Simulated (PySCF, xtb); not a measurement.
C8H5N5, SMILES C1=CC2=CC=NC3=NC=NC(=N1)N23.

GFN2-xTB (xtb 6.7.1) at its own geometry gives an orbital gap of 1.83 eV and a dipole moment of 5.08 D.

Geometry optimised at PBE-D3(BJ)/def2-SVP.

Problem. What does PBE/def2-SVP run with PySCF give? (The exact figures need the calculation; the answer reports its results.)

Solution. gap 1.96 eV (levels -5.43 and -3.46 eV), dipole 4.62 D.
